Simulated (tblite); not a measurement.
Compound: C8H13S (charge +1).
Geometry (GFN2-xTB, Å), atoms numbered from 1 in this order:
```
atom  x, y, z in Å
C1    -4.1555    0.5057    0.1101
C2    -2.9425    0.8856    0.5389
C3    -1.7028    0.2028    0.2991
C4    -1.6514   -1.1057   -0.3760
C5    -0.5378    0.8312    0.7341
C6     0.7664    0.4001    0.5858
S7     1.3111   -1.0093   -0.1606
C8     3.1253   -0.8262   -0.0282
C9     3.6571    0.1943   -1.0158
H10   -4.3332   -0.3770   -0.4809
H11   -5.0249    1.0987    0.3375
H12   -2.8650    1.8033    1.1076
H13   -1.0661   -1.0304   -1.2959
H14   -1.1336   -1.8324    0.2540
H15   -2.6355   -1.4917   -0.6162
H16   -0.6541    1.7795    1.2430
H17    1.5447    1.0342    0.9896
H18    3.5181   -1.8193   -0.2443
H19    3.3598   -0.5642    1.0030
H20    4.7407    0.2331   -0.9353
H21    3.4035   -0.0822   -2.0365
H22    3.2652    1.1894   -0.8152
```

Computed values, GFN2-xTB/tblite, gas phase, harmonic and unscaled. Errors from tens to a few hundred cm⁻¹ against measured bands are possible. One conformer, not necessarily the lowest.

Harmonic wavenumbers (cm⁻¹): 36.0, 58.0, 65.1, 106.0, 130.3, 186.2, 230.5, 258.0, 266.2, 303.5, 345.2, 358.4, 460.1, 501.6, 624.2, 634.4, 675.5, 784.7, 792.9, 811.8, 870.9, 898.9, 920.3, 973.5, 991.8, 997.2, 1004.2, 1024.9, 1035.3, 1074.7, 1203.9, 1215.3, 1230.6, 1239.1, 1296.3, 1332.4, 1359.3, 1389.0, 1402.9, 1410.3, 1414.8, 1428.9, 1452.6, 1476.2, 1481.1, 1500.6, 1605.8, 2964.2, 2989.9, 3000.1, 3013.5, 3041.0, 3050.5, 3052.1, 3055.4, 3065.0, 3068.9, 3088.7, 3112.6, 3142.0.

A = 4388, B = 557.0, C = 521.3 MHz; mass 141.074 u (most abundant isotopes); point group C1, symmetry number 1.

Task: Zero-point energy?

Result: ½Σν̃ = 40252 cm⁻¹ = 481.52 kJ/mol.

Task: Entropy at 500 K, 1 bar (ideal gas, RRHO, classical rotation)?

Result: Translation 181.33, rotation 131.60, vibration 250.14: S = 563.1 J/(mol K).

Task: And Cp and H(500 K) − H(0)?

Result: Cp = 269.27 J/(mol K), of which vibrations give 236.01 (their classical limit is 60 R = 498.9); H(500 K) − H(0) = 78.69 kJ/mol without the zero-point energy, 62.06 from vibrations.

Task: Blend soft modes into free rotors: weight 1/[1 + (100 cm⁻¹/ν̃)⁴] for the oscillator and the rest for a rotor with moment μB/(μ + B), μ = h/(8π²ν), B = 10⁻⁴⁴ kg m². What vibrational entropy results?

Result: 226.84 J/(mol K) in place of 250.14, which changes −T·S at 500 K by +11.65 kJ/mol.

Task: How do the functions run with temperature in this model?

Result: 
```json
{"T (K)": "100", "S (J/(mol K))": "309.1", "Cp (J/(mol K))": "90.0", "H − H(0) (kJ/mol)": "6.16", "G − H(0) (kJ/mol)": "-24.75", "ln q(vib)": "2.57"}
{"T (K)": "200", "S (J/(mol K))": "385.5", "Cp (J/(mol K))": "134.8", "H − H(0) (kJ/mol)": "17.44", "G − H(0) (kJ/mol)": "-59.66", "ln q(vib)": "5.91"}
{"T (K)": "300", "S (J/(mol K))": "448.9", "Cp (J/(mol K))": "181.6", "H − H(0) (kJ/mol)": "33.22", "G − H(0) (kJ/mol)": "-101.44", "ln q(vib)": "9.07"}
{"T (K)": "800", "S (J/(mol K))": "710.1", "Cp (J/(mol K))": "355.7", "H − H(0) (kJ/mol)": "173.58", "G − H(0) (kJ/mol)": "-394.54", "ln q(vib)": "23.80"}
{"T (K)": "1000", "S (J/(mol K))": "793.8", "Cp (J/(mol K))": "393.7", "H − H(0) (kJ/mol)": "248.71", "G − H(0) (kJ/mol)": "-545.11", "ln q(vib)": "29.15"}
```

q(vib) and H(0) count from the zero-point level.

Task: What must be added to the electronic energy to get the Gibbs energy at 500 K and 1 bar?

Result: ZPE + [H(500 K) − H(0)] − T·S = 481.52 + 78.69 − 281.54 = 278.67 kJ/mol.

Hindered rotation and anharmonicity are outside this model. Other conformers, if any are populated, would add a mixing term that is left out. The structure is chiral; the term R ln 2 for an equal mix with its mirror image is left out.
